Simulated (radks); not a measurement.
All-electron atom: the lutetium ion Lu1.625+ in [Kr] 4d(3/2: 4, 5/2: 5.375) 4f14 5s2 5p6 6s2 (fractional occupations, a model configuration). Method: Dirac Kohn-Sham, PBE, spin-unpolarised, spherical densities, finite nucleus; Fermi nuclear charge, rms radius 5.37 fm; computed with a radial shooting solver on a logarithmic mesh with Libxc functionals.

Spin-orbit splittings of the eigenvalues, e(l+1/2) - e(l-1/2), with zeta = 2 splitting/(2l+1) and mean radii in bohr:

shell   occ.  splitting (eV)  zeta (eV)  <r> j=l-1/2  <r> j=l+1/2
2p         6            1118      745.0      0.06740      0.07501
3p         6           238.5      159.0       0.2020       0.2162
3d        10           52.09      20.84       0.1898       0.1942
4p         6           54.37      36.24       0.4844       0.5169
4d     9.375           9.954      3.982       0.5394       0.5508
4f        14               ?          ?       0.6883       0.7007
5p         6           7.358      4.905        1.283        1.385

Estimate the 4f splitting.

Answer. 1.587 eV (zeta = 0.4533 eV).
